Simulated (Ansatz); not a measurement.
Geometry optimisation, RKS PBE0/def2-SVP in Ansatz.

input.yaml

```yaml
crystal:
  periodic: [false, false, false]
  atoms:
    - { symbol: Ga, position_ang: [-0.559938, -0.423875, 0.292065] }
    - { symbol: Cl, position_ang: [1.734914, 1.924222, -1.017044] }
    - { symbol: O, position_ang: [-1.853639, -0.379014, -0.901145] }
    - { symbol: O, position_ang: [-0.770525, 0.126101, 1.950984] }
    - { symbol: H, position_ang: [2.054105, 0.656968, -0.904608] }
    - { symbol: F, position_ang: [1.01257, -1.110361, -0.182999] }
    - { symbol: H, position_ang: [-1.616796, -0.772179, -1.747993] }
    - { symbol: H, position_ang: [-0.000792, -0.021961, 2.51084] }
basis:
  gaussian: { orbitals: def2-SVP }
hamiltonian:
  xc: pbe0
relax:
  f_tol: 0.03
  max_steps: 50
```

Command:

```bash
$ ansatz run input.yaml --threads 2 --pin off --max-ram 3072MiB --backend cpu --events-out ev --progress --plain --runs-dir out
```

**Question.** Where does it end, and by what steps?

**Answer.** The forces met the threshold. After 7 steps the energy has fallen by 0.148 eV; Cl2 moved furthest, 0.58 Å. Joined: Ga1–Cl2.

| step | energy less start (eV) | largest force component (eV/Å) | accepted |
| --- | --- | --- | --- |
| 0 | 0.0000 | 0.650 | yes |
| 1 | -0.0658 | 0.140 | yes |
| 2 | -0.1170 | 0.273 | yes |
| 3 | -0.1405 | 0.375 | yes |
| 4 | -0.1439 | 0.199 | yes |
| 5 | -0.1462 | 0.097 | yes |
| 6 | -0.1480 | 0.032 | yes |
| 7 | -0.1484 | 0.009 | yes |

```xyz
8
Properties=species:S:1:pos:R:3
Ga -0.412 -0.239 0.200
Cl 1.281 1.654 -0.783
O -1.739 -0.324 -0.960
O -0.650 0.184 1.896
H 1.742 0.417 -0.740
F 1.116 -1.099 -0.229
H -1.479 -0.677 -1.817
H 0.142 0.083 2.433
```

Whether the end is a true minimum wasn't checked by a vibrational analysis.

The run took 29 s on 2 threads of Intel(R) Xeon(R) Platinum 8175M CPU @ 2.50GHz (Skylake/Cascade Lake), on a shared host, peak memory 0.26 GiB.
